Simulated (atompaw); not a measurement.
# Pseudopotential generation for manganese (Mn): PAW (atompaw), LDA (PW92), scalar-relativistic.

The input file (atompaw 4.2.0.5):

```
Mn 25
LDA-PW scalarrelativistic loggrid 1500 logderivrange -3 5 201
4 4 3 0 0 0
4 1 0
3 2 5
0 0 0
c
c
c
v
c
c
v
v
2
2.85 2.10 2.45 1.95
y
0.05
n
y
1.1
n
y
1.65
n
custom rrkj gramschmidtortho sinc
bessel
2.85
2.85
2.85
2.85
1.10
1.10
PWSCFOUT
UPFDX 0.0125d0 UPFXMIN -7.d0 UPFZMESH 25.d0
END
```

Command:

```bash
atompaw < Mn.input > Mn.log
```

The program printed (summary file):

```
Completed calculations for Mn (AE)

 Exchange-correlation type: LDA, Perdew-Wang correlation

 Radial integration grid is logarithmic
 r0 =   3.3078265E-04 h =   8.2695663E-03   n =      1500 rmax =   8.0000000E+01

 Scalar relativistic calculation

 AEatom converged in  44 iterations
   nz     =  25.00
   delta  =       3.899137797310E-17

 All Electron Orbital energies:
  n  l      occupancy      energy
  1  0      2.0000000E+00 -4.7146471E+02
  2  0      2.0000000E+00 -5.4550684E+01
  3  0      2.0000000E+00 -6.2773210E+00
  4  0      2.0000000E+00 -3.8827986E-01
  2  1      6.0000000E+00 -4.6286696E+01
  3  1      6.0000000E+00 -4.0049203E+00
  4  1      0.0000000E+00 -1.0806575E-01
  3  2      5.0000000E+00 -5.1515853E-01

 Total energy
   Total                    :    -2312.28329316309782

 ---
 Completed calculations for Mn (SC)

 Exchange-correlation type: LDA, Perdew-Wang correlation

 Radial integration grid is logarithmic
 r0 =   3.3078265E-04 h =   8.2695663E-03   n =      1500 rmax =   8.0000000E+01

 Scalar relativistic calculation

 SCatom converged in   1 iterations
   nz     =  25.00
   delta  =       2.915555731635E-18

 Valence Electron Orbital energies:
  n  l      occupancy      energy
   4  0      2.0000000E+00 -3.8827986E-01
   4  1      0.0000000E+00 -1.0806575E-01
   3  2      5.0000000E+00 -5.1515853E-01

 Total energy
   Total                    :    -2312.28329316310692
   Valence                  :     -119.32784989866389

 PAW parameters:
       lmax =            2
         rc =    2.8555936053318747
        irc =         1097
   rc_shape =    2.1027885054891047
    rc_vloc =    2.4606091828746788
    rc_core =    1.9519445345143527
   Vloc: truncated form - Vps(r)=A.sin(qr)/r for r<rc
   Projector type: RRKJ pseudization + Gram-Schmidt ortho.
   Sinc^2 compensation charge shape zeroed at   2.1028E+00

 Number of basis functions     6
 No.   n  nodes  l      Energy         Cp coeff         Occ
  1    4    3    0   -0.3882799E+00  0.1000000E+01  0.2000000E+01
  2  999    4    0    0.5000000E-01  0.9955297E-02  0.0000000E+00
  3    4    2    1   -0.1080658E+00  0.1000000E+01  0.0000000E+00
  4  999    3    1    0.1100000E+01  0.8409491E-01  0.0000000E+00
  5    3    0    2   -0.5151585E+00  0.1000000E+01  0.5000000E+01
  6  999    1    2    0.1650000E+01  0.1296828E+00  0.0000000E+00

 Eigenvalues of overlap operator (in the basis of projectors):
    1        2.12341919E-01
    2        2.35258935E-01
    3        5.37701367E-01
    4        9.91122112E-01
    5        4.53730457E+00
    6        5.49757198E+00

 Orbital leakage outside PAW augmentation regions
   orb  is_core?  %out_of_sphere
   1 0    T           0.00
   2 0    T           0.00
   3 0    T           0.01
   4 0    F          51.15
   2 1    T           0.00
   3 1    T           0.05
   4 1    F          79.22
   3 2    F           3.62

 Summary of PAW energies
   Total valence energy     :   -119.32785247548750
   Smooth energy            :     43.51176335416017
   One center               :   -162.83961582964767
   Smooth kinetic           :     36.91624023308456
   Vloc energy              :      9.60250886061851
   Smooth exch-corr         :     -7.02852585096496
   One-center xc            :    -92.42059018256069
```

The run took about 4.8 s on one core of a shared server CPU.
